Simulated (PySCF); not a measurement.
C2H6N, charge -1, singlet, geometry from GFN2-xTB (in this run its highest filled SCF level lies above zero, so its values depend strongly on the basis, on diffuse functions most of all); PySCF with BLYP/3-21G.

The PySCF input:
```python
from pyscf import gto, scf, dft

mol = gto.Mole()
mol.atom = '''
    C    -0.004507   -0.160121    1.144233
    N     0.053592    0.635779   -0.000020
    C    -0.022366   -0.158688   -1.144223
    H     0.829777   -0.943692    1.239897
    H     0.055292    0.465160    2.046813
    H    -0.956585   -0.793113    1.253932
    H     0.810315   -0.942130   -1.253877
    H     0.023344    0.467724   -2.046843
    H    -0.976047   -0.791551   -1.239842
'''
mol.basis = '3-21g'
mol.charge = -1
mol.spin = 0
mol.verbose = 4
mol.build()

mf = dft.RKS(mol)
mf.xc = 'blyp'
mf.level_shift = 0.1
mf.max_cycle = 100
mf.kernel()
mf.analyze()
```

Output, abridged:

```
PySCF version 2.14.0

[INPUT] verbose = 4
[INPUT] num. atoms = 9
[INPUT] num. electrons = 26
[INPUT] charge = -1
[INPUT] spin (= nelec alpha-beta = 2S) = 0
[INPUT] symmetry False subgroup None
[INPUT] Mole.unit = angstrom
[INPUT] Symbol           X                Y                Z      unit          X                Y                Z       unit  Magmom
[INPUT]  1 C     -0.004507000000  -0.160121000000   1.144233000000 AA   -0.008516995643  -0.302584836791   2.162286992689 Bohr   0.0
[INPUT]  2 N      0.053592000000   0.635779000000  -0.000020000000 AA    0.101274202468   1.201448185750  -0.000037794522 Bohr   0.0
[INPUT]  3 C     -0.022366000000  -0.158688000000  -1.144223000000 AA   -0.042265614502  -0.299876859255  -2.162268095428 Bohr   0.0
[INPUT]  4 H      0.829777000000  -0.943692000000   1.239897000000 AA    1.568051274463  -1.783319425943   2.343065752670 Bohr   0.0
[INPUT]  5 H      0.055292000000   0.465160000000   2.046813000000 AA    0.104486736879   0.879025004103   3.867915998199 Bohr   0.0
[INPUT]  6 H     -0.956585000000  -0.793113000000   1.253932000000 AA   -1.807683664867  -1.498766355832   2.369588058828 Bohr   0.0
[INPUT]  7 H      0.810315000000  -0.942130000000  -1.253877000000 AA    1.531273424627  -1.780367673736  -2.369484123891 Bohr   0.0
[INPUT]  8 H      0.023344000000   0.467724000000  -2.046843000000 AA    0.044113766652   0.883870261886  -3.867972689983 Bohr   0.0
[INPUT]  9 H     -0.976047000000  -0.791551000000  -1.239842000000 AA   -1.844461514703  -1.495814603626  -2.342961817733 Bohr   0.0

nuclear repulsion = 77.4959630801076
number of shells = 27
number of NR pGTOs = 63
number of NR cGTOs = 39
basis = 3-21g
ecp = {}

******** <class 'pyscf.dft.rks.RKS'> ********
method = RKS
initial guess = minao
damping factor = 0
level_shift factor = 0.1
DIIS = <class 'pyscf.scf.diis.CDIIS'>
diis_start_cycle = 1
diis_space = 8
diis_damp = 0
SCF conv_tol = 1e-09
SCF conv_tol_grad = None
SCF max_cycles = 100
direct_scf = True
direct_scf_tol = 1e-13
XC library pyscf.dft.libxc version 7.1.2
    S. Lehtola, C. Steigemann, M. J. T. Oliveira, and M. A. L. Marques,  SoftwareX 7, 1–5 (2018)
XC functionals = blyp
    A. D. Becke,  Phys. Rev. A 38, 3098 (1988)
    C. Lee, W. Yang, and R. G. Parr,  Phys. Rev. B 37, 785 (1988)
    B. Miehlich, A. Savin, H. Stoll, and H. Preuss,  Chem. Phys. Lett. 157, 200 (1989)
radial grids:
    Treutler-Ahlrichs [JCP 102, 346 (1995); DOI:10.1063/1.469408] (M4) radial grids

becke partition: Becke, JCP 88, 2547 (1988); DOI:10.1063/1.454033
pruning grids: <function nwchem_prune>
grids dens level: 3
symmetrized grids: False
atomic radii adjust function: <function treutler_atomic_radii_adjust>
small_rho_cutoff = 0
Set gradient conv threshold to 3.16228e-05
Initial guess from minao.
tot grids = 100992
init E= -133.6494010263
  HOMO = -0.152696874319394  LUMO = 0.137743117452545  gap/eV = 7.90327
cycle= 1 E= -133.507677599075  delta_E= 0.142  |g|= 0.724  |ddm|= 2.68
  HOMO = 0.341271977950473  LUMO = 0.440460986988456  gap/eV = 2.69907
cycle= 2 E= -133.092295517351  delta_E= 0.415  |g|= 1.47  |ddm|= 5.11
  HOMO = 0.171180701360295  LUMO = 0.418361386185113  gap/eV = 6.72613
cycle= 3 E= -133.630575088936  delta_E= -0.538  |g|= 0.291  |ddm|= 2.93
  HOMO = 0.152774575895755  LUMO = 0.404163761228028  gap/eV = 6.84065
cycle= 4 E= -133.656665241298  delta_E= -0.0261  |g|= 0.0855  |ddm|= 0.698
  HOMO = 0.153231770682107  LUMO = 0.407317154185226  gap/eV = 6.91402
cycle= 5 E= -133.658491618857  delta_E= -0.00183  |g|= 0.00822  |ddm|= 0.165
  HOMO = 0.155308789799329  LUMO = 0.408028012526824  gap/eV = 6.87684
cycle= 6 E= -133.65852179518  delta_E= -3.02e-05  |g|= 0.0012  |ddm|= 0.0313
  HOMO = 0.155466822273574  LUMO = 0.407952363132536  gap/eV = 6.87048
cycle= 7 E= -133.658522811907  delta_E= -1.02e-06  |g|= 0.000344  |ddm|= 0.00654
  HOMO = 0.155498668447831  LUMO = 0.407956043283073  gap/eV = 6.86972
cycle= 8 E= -133.658522893068  delta_E= -8.12e-08  |g|= 8.32e-05  |ddm|= 0.00215
  HOMO = 0.155510382630171  LUMO = 0.407960742696506  gap/eV = 6.86952
cycle= 9 E= -133.658522899364  delta_E= -6.3e-09  |g|= 2.48e-05  |ddm|= 0.000583
  HOMO = 0.155508721952637  LUMO = 0.407960907049879  gap/eV = 6.86957
cycle= 10 E= -133.658522899966  delta_E= -6.02e-10  |g|= 9.35e-06  |ddm|= 0.000194
  HOMO = 0.155505338921877  LUMO = 0.307960640988171  gap/eV = 4.14852
Extra cycle  E= -133.658522899918  delta_E= 4.83e-11  |g|= 2.24e-05  |ddm|= 0.000128
converged SCF energy = -133.658522899918
**** SCF Summaries ****
Total Energy =                        -133.658522899918012
Nuclear Repulsion Energy =              77.495963080107600
One-electron Energy =                 -339.299082848808666
Two-electron Energy =                  128.144596868783054
Two-electron Coulomb Energy =          148.272071323217801
DFT Exchange-Correlation Energy =      -20.127474454434740
HOMO-LUMO gap [eV] =                     4.148520075321617
**** MO energy ****
MO #1   energy= -13.5780589499127  occ= 2
MO #2   energy= -9.63072695974178  occ= 2
MO #3   energy= -9.63020559846134  occ= 2
MO #4   energy= -0.520308313607962 occ= 2
MO #5   energy= -0.370121343149086 occ= 2
MO #6   energy= -0.268353290396035 occ= 2
MO #7   energy= -0.143282785502794 occ= 2
MO #8   energy= -0.128614253500831 occ= 2
MO #9   energy= -0.12737416622823  occ= 2
MO #10  energy= -0.0755109397867018 occ= 2
MO #11  energy= -0.0581380112468031 occ= 2
MO #12  energy= 0.104443922093293  occ= 2
MO #13  energy= 0.155505338921877  occ= 2
MO #14  energy= 0.307960640988171  occ= 0
MO #15  energy= 0.347380222167572  occ= 0
MO #16  energy= 0.361712631546244  occ= 0
MO #17  energy= 0.378318800850626  occ= 0
MO #18  energy= 0.391539733196803  occ= 0
MO #19  energy= 0.401932077682106  occ= 0
MO #20  energy= 0.461989854799649  occ= 0
MO #21  energy= 0.561412123187064  occ= 0
 ** Mulliken pop on meta-lowdin orthogonal AOs  **
 ** Mulliken pop  **
pop of  0 C 1s            1.99940
pop of  0 C 2s            1.01368
pop of  0 C 3s            0.00129
pop of  0 C 2px           1.08358
pop of  0 C 2py           1.02507
pop of  0 C 2pz           1.01305
pop of  0 C 3px           0.00854
pop of  0 C 3py           0.00830
pop of  0 C 3pz           0.00536
pop of  1 N 1s            1.99948
pop of  1 N 2s            1.45340
pop of  1 N 3s            0.00625
pop of  1 N 2px           1.61823
pop of  1 N 2py           1.45496
pop of  1 N 2pz           1.01302
pop of  1 N 3px           0.00840
pop of  1 N 3py           0.00481
pop of  1 N 3pz           0.00509
pop of  2 C 1s            1.99940
pop of  2 C 2s            1.01368
pop of  2 C 3s            0.00129
pop of  2 C 2px           1.08347
pop of  2 C 2py           1.02518
pop of  2 C 2pz           1.01306
pop of  2 C 3px           0.00854
pop of  2 C 3py           0.00829
pop of  2 C 3pz           0.00536
pop of  3 H 1s            1.03283
pop of  3 H 2s            0.01197
pop of  4 H 1s            0.96362
pop of  4 H 2s            0.00669
pop of  5 H 1s            1.03283
pop of  5 H 2s            0.01197
pop of  6 H 1s            1.03283
pop of  6 H 2s            0.01197
pop of  7 H 1s            0.96363
pop of  7 H 2s            0.00669
pop of  8 H 1s            1.03283
pop of  8 H 2s            0.01197
 ** Mulliken atomic charges  **
charge of    0C =     -0.15827
charge of    1N =     -0.56364
charge of    2C =     -0.15826
charge of    3H =     -0.04480
charge of    4H =      0.02968
charge of    5H =     -0.04480
charge of    6H =     -0.04480
charge of    7H =      0.02968
charge of    8H =     -0.04480

WARN: System has nonzero charge -1; the dipole moment is origin-dependent.
Location of origin: [0. 0. 0.]

Dipole moment(X, Y, Z, Debye): -0.05590, -0.66389,  0.00002
```
